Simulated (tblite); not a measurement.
Compound: C4H16N2OSi2.
Atom-mapped SMILES: `[CH3:1][NH:2][C@@H:3]([CH3:4])[Si@H:5]([NH:6][CH3:7])[O:8][SiH3:9]` (hydrogens: H10, H11, H12 on C1; H13 on N2; H14 on C3; H15, H16, H17 on C4; H18 on Si5; H19 on N6; H20, H21, H22 on C7; H23, H24, H25 on Si9)

A start from a force field or distance geometry was refined with tblite, GFN2-xTB geometry optimisation, gas phase. Values at the start:

```
coordinate    start
     C1–N2  1.464 Å
    C1–H10  1.090 Å
    C1–H11  1.117 Å
     N2–C3  1.464 Å
    N2–H13  1.059 Å
     C3–C4  1.483 Å
    C3–Si5  1.880 Å
    C3–H14  1.117 Å
    C4–H15  1.118 Å
    Si5–N6  1.787 Å
    Si5–O8  1.704 Å
   Si5–H18  1.452 Å
    N6–H19  1.053 Å
    C7–H20  1.111 Å
    C7–H21  1.123 Å
    O8–Si9  1.700 Å
  C1–N2–C3   110.9°
  N2–C3–C4   108.5°
 N2–C3–Si5   106.3°
 C3–Si5–O8   107.5°
 C4–C3–Si5   107.0°
 Si5–N6–C7   107.0°
Si5–O8–Si9   113.5°
 N6–Si5–O8   113.9°
```

Question: How do these coordinates change at the GFN2-xTB level?

Answer: 
```
coordinate  GFN2-xTB (Å or °)  change
    O8–Si9              1.615  -0.085
    Si5–N6              1.712  -0.075
    Si5–O8              1.629  -0.075
     C3–C4              1.533  +0.050
    N2–H13              1.015  -0.044
    N6–H19              1.009  -0.044
    C7–H21              1.086  -0.037
    C3–Si5              1.910  +0.030
    C4–H15              1.089  -0.029
    C1–H11              1.091  -0.026
    C3–H14              1.097  -0.020
   Si5–H18              1.470  +0.018
     C1–N2              1.448  -0.016
    C7–H20              1.096  -0.015
    C1–H10              1.100  +0.010
     N2–C3              1.455  -0.009
Si5–O8–Si9              152.3   +38.8
 Si5–N6–C7              124.6   +17.6
 N6–Si5–O8              106.3    -7.6
  N2–C3–C4              114.5    +6.0
  C1–N2–C3              116.0    +5.1
 C4–C3–Si5              111.4    +4.4
 C3–Si5–O8              111.1    +3.6
 N2–C3–Si5              107.6    +1.3
```

The energy falls by 161.5 kJ/mol over 294 L-BFGS steps, the largest force on an atom goes from 2.50 to 0.010 eV/Å, and the atoms move by 1.518 Å rms after alignment. The bond that changes most is O8–Si9 (siloxane oxygen to oxygen-bound silicon), which shortens by 0.085 Å. Bonds longer at the end by more than 0.005 Å: 4 of 24; shorter: 19. Among the dihedrals that turn most is H18–Si5–N6–H19, from -139° to 67°. Rotational constants go from 1317, 842.3, 608.8 to 1188, 859.7, 643.2 MHz.

GFN2-xTB frequencies show an imaginary mode (24i cm⁻¹), so the point is no minimum at that level. 3 starts were optimised and ended at 0.00, 0.96 and 3.32 kcal/mol (GFN2-xTB); the lowest of these is shown.

These are computed values.
